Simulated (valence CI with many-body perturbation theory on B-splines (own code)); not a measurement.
# Ga24+: key properties

Method: relativistic CI+MBPT: five valence electrons over a frozen Dirac-Fock core [He], a basis of 11 s, 11 p, 10 d, 8 f, 5 g, 2 h functions for each j, with the one-electron correlation potential Σ1, the two-electron term Σ2, the three-electron term Σ3, Breit, model QED; selected CI, second order for the rest, scaled by the run's own slope (own B-spline code, finite nucleus).

No measured levels were compared; by estimate levels of excited configurations hold to 0.05 to 0.15 % of their energy, terms of the ground configuration to about 0.5 %. Among the levels kept, up to 5500 cm⁻¹ of a level comes from second order outside the variational space, and about a tenth of that is noise between levels of different J, which matters for small intervals.

Names give the largest LS component (configuration and term), which can be under half, so a name can repeat, a term be missing and a line seem to break the LS rules; names also repeat where a configuration has a term twice.

Rates and lifetimes use the calculated energies. Strong lines usually hold to 10 to 20 %, long lifetimes can be off by a factor of two.

Task: What is the ground level?

Result: 2s²2p³ ⁴S°_3/2, composition 66 % 2s²2p³ ⁴S° + 24 % 2s²2p³ ²P° + 10 % 2s²2p³ ²D°, g = 1.721.

Task: Among levels below 119.85 Ry, which E1 lines absorb most strongly from the ground level?

Result: to 2s²2p²3d ⁴P_3/2 at 0.8523 nm, f = 0.447; to 2s²2p²3d ⁴D_5/2 at 0.8534 nm, f = 0.375; to 2s²2p²3d ⁴F_5/2 at 0.8716 nm, f = 0.239.

Task: What is the ionisation energy?

Result: 2390.2 eV; NIST lists 2391 ± 18 eV (semi-empirical).

Task: Name the longest-lived excited levels whose lifetime is computed, and their main decay.

Result: 2s²2p³ ²D°_5/2 at 2.57 Ry lives 38.9 μs, mostly by M1 to 2s²2p³ ⁴S°_3/2; 2s²2p³ ²D°_3/2 at 1.90 Ry lives 6.60 μs, mostly by M1 to 2s²2p³ ⁴S°_3/2; 2s²2p³ ²P°_1/2 at 3.55 Ry lives 3.76 μs, mostly by M1 to 2s²2p³ ⁴S°_3/2.

Task: How well does LS coupling describe the low levels?

Result: Among the lowest 20 levels the leading LS term, summed over configurations, holds 79 % on average. For single configurations the figures are 79 % in LS and 83 % in jj coupling. Terms mix most in the J = 1/2 level at 100.70 Ry, where the leading one holds 49 %.
